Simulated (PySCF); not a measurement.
A PySCF script (with the pyscf-properties extension) for the NMR shieldings of SMILES C=[CH][Al]([Cl])[O]C, C3H6AlClO, on a GFN2-xTB geometry:

```python
import basis_set_exchange as bse
import numpy as np
from pyscf import gto, dft
from pyscf.prop import nmr

atoms = """
C     2.842131   -0.394836    0.139813
C     1.538900   -0.610173   -0.000025
Al    0.185785    0.763068    0.451813
Cl    0.694565    2.592877    1.178187
O    -1.397953    0.369527    0.213174
C    -2.709531   -0.053424   -0.020992
H     3.589936   -1.138539   -0.104786
H     3.223249    0.545535    0.511136
H     1.212823   -1.576424   -0.378589
H    -3.128845    0.488822   -0.871786
H    -2.724121   -1.123739   -0.240095
H    -3.325741    0.136619    0.860842
"""
names = dict.fromkeys(["C", "Al", "Cl", "O", "H"], "pcSseg-1")
basis = {el: gto.basis.parse(bse.get_basis(n, elements=[el], fmt="nwchem")) for el, n in names.items()}
mol = gto.M(atom=atoms, basis=basis, charge=0, verbose=0)
mf = dft.RKS(mol, xc="PBE0")
mf.grids.level = 2
mf.grids.alignment = dft.numint.BLKSIZE   # the property module wants whole blocks of grid points
mf.conv_tol = 1e-9
mf.kernel()

calc = nmr.RKS(mf)   # GIAO
C = mf.mo_coeff
Co = C[:, mf.mo_occ > 0]
resp = mf.gen_response(singlet=True, hermi=2)
def vind(x):   # induced exchange potential for any number of trial vectors
    d = np.einsum("pi,xij,qj->xpq", C, 2 * x.reshape(-1, C.shape[1], Co.shape[1]), Co, optimize=True)
    return np.einsum("xpq,pi,qj->xij", resp(d - d.transpose(0, 2, 1)), C, Co, optimize=True).ravel()
mo1, _ = nmr.rhf.solve_mo1(calc, with_cphf=vind)
sigma = calc.kernel(mo1)
for i, s in enumerate(sigma):   # ppm
    print("%2d %-2s %9.2f" % (i, mol.atom_pure_symbol(i), np.trace(s) / 3))
```

Q: What are the results?

A: 
```
 0 C      33.23
 1 C      43.31
 2 Al    448.20
 3 Cl    983.92
 4 O     302.36
 5 C     129.65
 6 H      24.89
 7 H      25.24
 8 H      25.41
 9 H      27.39
10 H      27.32
11 H      27.37
```

These numbers come from an equivalent density-fitted implementation of the same equations, which agrees with the script to about 0.01 ppm for H and up to a few tenths of a ppm for heavy atoms, so last digits may differ.

Size and cost of the density-fitted run: 146 basis functions, 20 s wall time on 1 thread of an Arm Neoverse V1, shared host; peak memory 0.7 GiB.
